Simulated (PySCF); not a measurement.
Compound: C2H9NO2Si3.
Numbering: `[OH:1][SiH2:2][O:3][Si@@H:4]1[CH:5]=[CH:6][SiH2:7][NH:8]1`

Definitions: NICS(0) = −σiso at the ring centroid; NICS(1) = −σiso and NICS(1)zz = −σzz at ±1 Å along the ring normal z. Level: GIAO PBE0/pcSseg-1 (PySCF, non-relativistic, gas phase) on the GFN2-xTB geometry, one conformer.

Ring bond lengths (Å), with Mayer bond orders in brackets: Si4–C5 1.881 (0.85), C5–C6 1.332 (1.92), C6–Si7 1.881 (0.90), Si7–N8 1.735 (0.94), N8–Si4 1.746 (0.90).

Question: Give the NICS values of each ring in ppm.

Answer: 
```json
{"ring": "Si4–C5–C6–Si7–N8", "type": "5-membered ring with N and 2 Si; formal bonds 1 double, 4 single", "NICS(0)": "-3.3", "NICS(1), two faces": "-3.2 / -2.8", "NICS(1)zz, two faces": "-2.9 / -1.6", "rms pucker (Å)": "0.04", "centre to ring atoms, mean (Å)": "1.45"}
```

Question: What can be read from them?

Answer: 
- Si4–C5–C6–Si7–N8: mean NICS(1)zz -2.3 ppm, near zero. Si4, Si7 have four or more neighbours; no verdict on aromaticity is drawn.

Question: Give the inner angles of the rings and the Hirshfeld charges of the ring atoms.

Answer: 
- Si4–C5–C6–Si7–N8: Si4 95.3° (+0.445 e), C5 115.9° (-0.131 e), C6 115.6° (-0.126 e), Si7 95.7° (+0.375 e), N8 116.9° (-0.318 e); sum 539.3° against 540° for a flat convex ring.
